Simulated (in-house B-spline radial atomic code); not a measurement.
RPA and G0W0 on PBE: Lu⁺

Configuration [Xe] 4f14 6s2, mean-field start PBE. Computed with a B-spline radial code for spherical atoms: all electrons, scalar-relativistic (spin-free one-electron X2C), finite nucleus, each spin shell either full or empty, empty states to l = 9 with an (l + 1/2)⁻⁴ tail; G0W0 by contour deformation at full frequency.

Without the two-electron picture change, the correlation of inner shells comes somewhat too large for so heavy an element.

Command:
```bash
python run_gw.py task.json out
```
Settings (radii: box in bohr, nucleus in fm):
```
Z                        71
electrons                70
configuration            [Xe] 4f14 6s2
hamiltonian              x2c
method                   pbe,pbe
lmax                     9
rms_radius               5.37
spin_polarised           False
box_radius               23.78
intervals                70
ion_configuration        [Xe] 4f14 6s1
```

Time taken, with all properties: 14 s on 1 thread of Arm Neoverse V2 (shared host).

Energies (hartree):

```
                                     term         value
                         mean-field total  -14563.37061
Hartree-Fock functional on these orbitals  -14558.15866
                      direct second order       -8.0694
                    second-order exchange        1.9665
                         SOSEX correction        1.7601
```

**Question.** What is the RPA correlation energy, and what remains with SOSEX?

**Answer.** RPA gives -6.5359 hartree (-2.54 eV per electron); RPA + SOSEX gives -4.7758, and the second-order doubles -6.1029 hartree (no singles). RPA lacks exchange-type terms and so overcorrelates at short range.

Quasi-particle levels (eV):

```
level  occupied  mean field  Σx - vxc  Σc  QP weight  G0W0
   6s       yes     -11.034     -1.65   ?          ?     ?
```

G0W0 = mean field + (Σx - vxc) + Σc, with Σc (partial-wave tail included) taken at the quasi-particle energy. Only the outer levels were computed. Levels of low weight are left out.

**Question.** Where does G0W0 put 6s?

**Answer.** At -14.270 eV, with Σc = -1.59 eV and a quasi-particle weight of 0.879. The tabulated removal energy is 14.13 ± 0.05 eV (NIST, semi-empirical); the calculation leaves out spin-orbit coupling, Breit and QED terms, and what these don't explain is the method's own error.

**Question.** What does it cost to remove one electron (to [Xe] 4f14 6s1) by differences of total energies, each species on its own start (correlation terms add to the Hartree-Fock functional)?

**Answer.** PBE 14.030 eV, Hartree-Fock functional 12.503 eV, + RPA 14.430 eV, + RPA + SOSEX 14.067 eV, + second order 15.710 eV. Tabulated: 14.13 ± 0.05 eV (NIST, semi-empirical); the calculation leaves out spin-orbit coupling, Breit and QED terms, and what these don't explain is the method's own error.
